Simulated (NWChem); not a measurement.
Spin states of fluoroethane (C$_{2}$H$_{5}$F)

```xyz
8

C     -1.1771     0.2668     0.0000
C      0.3188     0.4478     0.0000
F      0.9482    -0.7739     0.0000
H     -1.6835     1.2440     0.0000
H     -1.5017    -0.2907    -0.8912
H     -1.5017    -0.2907     0.8912
H      0.6514     1.0072     0.8922
H      0.6514     1.0072    -0.8922
```
Charge 0, spin multiplicity 1.

Everything below was run with NWChem. The geometry was optimised at PBE0/def2-SVP, a minimum by its harmonic frequencies.

Basis set: def2-SVP. The gap is E(triplet) − E(singlet) at the geometry of the singlet, so a negative value puts the higher spin lower. Open shells are unrestricted, coupled cluster uses restricted open-shell references, and the singlet is the closed-shell solution. The triplet is the single determinant that the SCF runs reached, with unpaired electrons in orbitals of symmetry a" and a' (Cs labels); it need not be the lowest triplet, which in molecules with degenerate π orbitals can need several determinants.

The cost column gives rough processor time relative to B3LYP; each entry includes its own SCF.

The correlated methods keep 3 core orbitals frozen. B3LYP has NWChem's definition, with VWN1-RPA local correlation. No SCF solution was tested for a lower state. Open-shell Hartree-Fock references start from PBE0 orbitals; any time given for them includes that run. Coupled-cluster values serve here as a point of comparison, not as the truth.

| method | vertical singlet-triplet gap (kcal/mol) | relative cost | remark |
|---|---|---|---|
| B3LYP | 214.8 | 1 | - |
| HF | 242.4 | under 3 | - |
| BHandHLYP | ? | under 3 | - |
| B2PLYP | 223.4 | under 3 | - |
| MP2 | 235.3 | under 3 | - |
| CCSD(T) | ? | 8 | large amplitudes |
| CR-CCSD(T) | ? | 10 | large amplitudes |

Q: Complete the blanks.

A: 
- BHandHLYP, vertical singlet-triplet gap (kcal/mol): 230.6
- CCSD(T), vertical singlet-triplet gap (kcal/mol): 231.2
- CR-CCSD(T), vertical singlet-triplet gap (kcal/mol): 232.6
